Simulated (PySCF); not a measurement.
Computed shifts of a molecule C₃H₇NSi₂, PBE0/pcSseg-1 in PySCF, GIAO, gas phase, atoms alike by connectivity averaged where their shifts nearly agree, in ppm (number of nuclei): ¹³C: 186.6 (1), 167.7 (1), 146.5 (1). ¹⁵N: 495.8 (1). ²⁹Si: -71.0 (1), -90.3 (1). ¹H: 9.48 (1), 7.47 (1), 6.72 (1), 4.49 (2), 4.24 (2). References: ¹³C against TMS (σ = 186.3 ppm); ¹⁵N against NH3 (σ = 267.4 ppm); ²⁹Si against TMS (σ = 352.7 ppm); ¹H against TMS (σ = 31.56 ppm), references at their B3LYP-D3(BJ)/def2-TZVP geometries, non-relativistic. Geometry: r2SCAN-D4/def2-SVP. One conformer was computed; it need not be the lowest.

Pick the molecule that these values belong to.
A) N#CC=C([SiH3])[SiH3]
B) C=C1[SiH2]C=N[SiH2]1
C) C#C/C([SiH3])=N\[SiH3]
D) C=C1N=C[SiH2][SiH2]1

D, C=C1N=C[SiH2][SiH2]1
